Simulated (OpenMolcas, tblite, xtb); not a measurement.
**SiH2Br2 (SMILES Br[SiH2]Br): methods side by side**

SiH2Br2: 5 atoms, total charge 0, spin state singlet. SMILES: `Br[SiH2]Br`. Geometry: relaxed at PBE0-D4/def2-TZVP.

Quantity: the dipole moment, in D. The values are calculated.

| level | kind | program | value (D) |
| --- | --- | --- | --- |
| IPEA1-xTB | semi-empirical | tblite | 1.52 |
| GFN0-xTB | semi-empirical | xtb | 1.36 |
| HF/def2-SVP | Hartree–Fock | OpenMolcas | 1.46 |
| SVWN5/def2-SVP | LDA | OpenMolcas | 1.09 |
| PBE/def2-SVP | GGA | OpenMolcas | 1.03 |
| M06-L/def2-SVP | meta-GGA | OpenMolcas | 1.13 |
| PBE0/def2-SVP | global hybrid | OpenMolcas | 1.20 |

All-electron rows without a relativistic Hamiltonian named are non-relativistic. The values span 1.03 to 1.52 D.
